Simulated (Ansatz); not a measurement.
Relaxed structures of SiHSO₂ (charge -1), closed shell (PBE0-D4/def2-TZVPD; forces vanish, vibrations not checked; lower isomers may exist, and structures with a doubtful reference or unclear bonds are left out; Å). Computed with Ansatz 0.2.0 (basis: def2-TZVPPD); correlated methods freeze the cores.

**Question.** Rank them by CCSD(T) energy, lowest first, and give each one's height above the lowest. Links in brackets join atoms within 1.22 times the sum of their covalent radii (1.1 for two metals). (An estimate is asked for; the value comes from the calculation.)
A.
SiHSO₂ ([O][Si]([O])[SH]), total charge -1
```
5
angstrom
O 0.9466 0.5514 1.3053
Si 0.3890 -0.5039 0.3341
O 0.5242 -2.0143 0.0805
S -0.9896 0.3613 -1.1050
H -0.8701 1.6056 -0.6149
```
B.
SiHSO₂ ([O][Si]([OH])[S]), total charge -1
```
5
angstrom
O 0.8177 0.7232 1.1961
Si 0.2644 -0.3419 0.2273
O -0.7965 0.3186 -0.8817
S 0.5261 -2.3041 0.0022
H -0.8449 1.2589 -0.6801
```
C.
SiHSO₂ ([O][Si][SH][O]), total charge -1
```
5
angstrom
O -2.5923 -0.1051 -1.3787
Si 0.7175 -0.5517 0.0501
O 0.6288 -2.0297 0.4764
S -1.1337 0.3029 -1.2457
H -1.0430 1.3490 -0.3514
```

**Answer.** By the calculation: B (0.000 eV), A (0.631 eV), C (4.195 eV). Heights count from the lowest.

T1 diagnostic: at most 0.023.

For scale, one of the runs: CCSD(T)/def2-TZVPPD, 196 basis functions, launched by `ansatz run in.yaml --threads 2 --pin off --events-out ev --progress --plain --max-ram 4352MiB`. Hardware: 2 CPU threads of an Arm Neoverse V2, shared host. Wall time 60 s; peak host memory 2.2 GiB.
